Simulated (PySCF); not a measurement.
Al(H)(Cl)(NMe2) (C2H7AlClN), SMILES [Cl][AlH][N](C)C.

Coordinates come from a B3LYP-D3(BJ)/def2-SVP optimisation. The structure was generated by enumeration; whether it is a known compound was not checked. Other conformers were not sampled.

All values below come from B3LYP-D3(BJ)/def2-SVP (PySCF).

Frequencies are harmonic and unscaled.

```
mode  ν (cm⁻¹)  IR (km/mol)  Raman (Å⁴/amu)  depolarisation  moving atoms (share of kinetic energy)
----  --------  -----------  --------------  --------------  --------------------------------------
1           89          0.4             0.5            0.75        C 30 %, Al 28 %, H 24 %, Cl 16 %
2          127          3.5             1.1            0.75        Cl 34 %, C 31 %, Al 15 %, H 15 %
3          205          3.5             0.1            0.75                          H 69 %, N 24 %
4          246          0.3             0.5            0.75                                  H 97 %
5          264          4.7             2.3            0.51         C 38 %, Cl 20 %, N 19 %, H 18 %
6          301          3.8             0.1            0.75                          H 57 %, N 37 %
7          366          4.4             2.4            0.34                 C 38 %, H 33 %, Al 24 %
8          464        106.4             4.0            0.75                         H 80 %, Al 16 %
9          514         42.6            11.2            0.11                 Al 44 %, Cl 38 %, H 9 %
10         635         40.5             9.3            0.51                  H 67 %, C 18 %, Al 8 %
11         704        197.4             9.2            0.05                 H 39 %, Al 39 %, C 18 %
12        1020        118.9            18.3            0.42                  H 37 %, C 35 %, N 24 %
13        1088          6.0             3.2            0.75                          H 71 %, C 25 %
14        1112          0.0             2.1            0.75                          H 81 %, C 19 %
15        1168          1.4             0.2            0.75                  H 69 %, C 20 %, N 12 %
16        1217         87.3             1.5            0.75                  N 57 %, C 31 %, H 12 %
17        1311         37.6            24.6            0.21                  N 39 %, H 37 %, C 22 %
18        1435          3.5            18.8            0.75                          H 87 %, C 13 %
19        1453          1.5            30.4            0.75                                  H 97 %
20        1461         13.7             9.9            0.75                          H 83 %, C 17 %
21        1465          8.4             4.4            0.75                                  H 97 %
22        1480         18.1             4.5            0.73                                  H 96 %
23        1502          1.1            34.2            0.71                                  H 94 %
24        1993        133.1           113.2            0.16                                  H 96 %
25        2962         56.4            44.7            0.43                                  H 97 %
26        2969        136.2           310.4            0.02                                  H 97 %
27        3011         96.4           263.2            0.75                           H 91 %, C 9 %
28        3019          1.5            28.8            0.75                          H 90 %, C 10 %
29        3091         20.8            57.3            0.69                           H 91 %, C 9 %
30        3115         12.0            48.0            0.65                           H 91 %, C 9 %
```
